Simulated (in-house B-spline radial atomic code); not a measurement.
Atomic self-consistent-field run: Ru5+ (an excited or competing configuration). Level of theory: scalar-relativistic (X2C) B3LYP, spin-polarised, spherical fractional occupations, exact exchange averaged over the configuration, Fermi nucleus of rms radius 4.4809 fm; calculated with a radial B-spline atomic code at the basis-set limit.

Command:
```bash
python run_scf.py task.json out
```
Settings (nuclear radius in fm, mass in u):
```
Z                44
configuration    [Ar] 3d10 4s2 4p5 4d3 5p1
hamiltonian      x2c
method           b3lyp
spin_polarised   True
nucleus          fermi
rms_radius       4.4809
atomic_mass      101.90434
speed_of_light   137.035999084
exact_exchange   averaged over the configuration
```

Output (hartree, bohr):
```
 radial grid: 69 intervals, B-splines of order 8, outer radius 25.4386 bohr

 iter        energy (Eh)    residual
    1       -4513.765218    6.54e-01
    2       -4519.945225    2.95e-01
    3       -4521.826377    7.53e-02
    4       -4521.946686    2.24e-02
    5       -4521.954664    9.07e-03
    6       -4521.956487    1.24e-03
    7       -4521.956504    4.45e-05
    8       -4521.956504    5.23e-06
    9       -4521.956504    3.00e-07

 total energy                     -4521.95650
 kinetic                            4705.8979
 electron-nucleus                 -10826.6363
 Hartree                            1730.7015
 exact exchange                      -25.7694
 exchange-correlation               -106.1503

 orbital      occ     eigenvalue          <r>       <r^2>       <1/r>       r_max
 1s up      1.000      -810.4338      0.03292  0.00147417     47.5163     0.02111
 1s down    1.000      -810.4219    0.0329196  0.00147413     47.5167     0.02111
 2s up      1.000      -119.7555     0.145199   0.0249176     10.6761      0.1228
 2s down    1.000      -119.7206     0.145182   0.0249116     10.6774      0.1228
 2p up      3.000      -107.5805     0.126736   0.0196375     10.0896     0.09799
 2p down    3.000      -107.5453     0.126723   0.0196331     10.0904     0.09799
 3s up      1.000       -23.8107     0.401857    0.185004     3.66408      0.3613
 3s down    1.000       -23.7818     0.401751    0.184834     3.66325      0.3615
 3p up      3.000       -19.7840     0.402102    0.188062     3.44192      0.3545
 3p down    3.000       -19.7495     0.402078    0.187959     3.44041      0.3547
 3d up      5.000       -13.2911     0.383245    0.175783      3.2006      0.3006
 3d down    5.000       -13.2476     0.382977    0.175361     3.20078      0.3009
 4s up      1.000        -5.8088     0.985975     1.09536     1.40059      0.9031
 4s down    1.000        -5.6008     0.985127     1.09493     1.40474      0.8998
 4p up      3.000        -4.6127      1.06346     1.28292     1.26944      0.9601
 4p down    2.000        -4.4151      1.06555     1.29033     1.26991      0.9579
 4d up      3.000        -2.8441      1.26568     1.84796     1.03587       1.096
 5p up      1.000        -1.7104      2.41061      6.4828    0.547572        2.28
```

Cost of the run: 0.48 s on 1 thread of Arm Neoverse N1, with other jobs on the host.

One-electron X2C: radii and densities carry no picture-change correction, so inner-shell <1/r> comes out high (for 1s by about 2 % at Z = 33, 5 % at 54, 10 % at 75, 30 % at 118) and <r> low.
